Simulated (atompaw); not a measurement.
## u(r) = r·R(r): atom against pseudo-atom (Mg)

Columns: radius, all-electron u(r) and pseudo u(r) of the 3p shell (level -4.11 eV) of magnesium in the configuration [He] 2s2 2p6 3s1.5 3p0; LDA (PW92), scalar-relativistic, PAW (atompaw) scheme, atompaw 4.2.0.5.

```
r (bohr)  all-electron   pseudo
   0.052       -0.0209  -0.0094
   0.104       -0.0622  -0.0366
   0.156       -0.1056  -0.0790
   0.208       -0.1429  -0.1328
   0.260       -0.1710  -0.1928
   0.312       -0.1893  -0.2535
   0.363       -0.1985  -0.3085
   0.415       -0.2000  -0.3550
   0.467       -0.1947  -0.3878
   0.519       -0.1841  -0.4045
   0.571       -0.1692  -0.4038
   0.623       -0.1509  -0.3863
   0.675       -0.1300  -0.3536
   0.727       -0.1073  -0.3088
   0.779       -0.0831  -0.2555
   0.831       -0.0581  -0.1975
   0.883       -0.0324  -0.1387
   0.935       -0.0065  -0.0820
   0.987        0.0195  -0.0301
   1.038        0.0449   0.0151
   1.090        0.0705   0.0549
   1.142        0.0956   0.0889
   1.194        0.1203   0.1181
   1.246        0.1443   0.1439
   1.298        0.1677   0.1677
   1.350        0.1904   0.1904
```

Task: How many radial nodes do the two functions have?

Result: The all-electron 3p function has n − l − 1 = 1; the pseudo-wave has 1, since 1 lower shell of the same l stays in the valence.

Task: Is the pseudo-wave norm-conserving?

Result: No, it belongs to a PAW set: the norm inside the radius is not constrained, and the difference is carried by the augmentation charge.
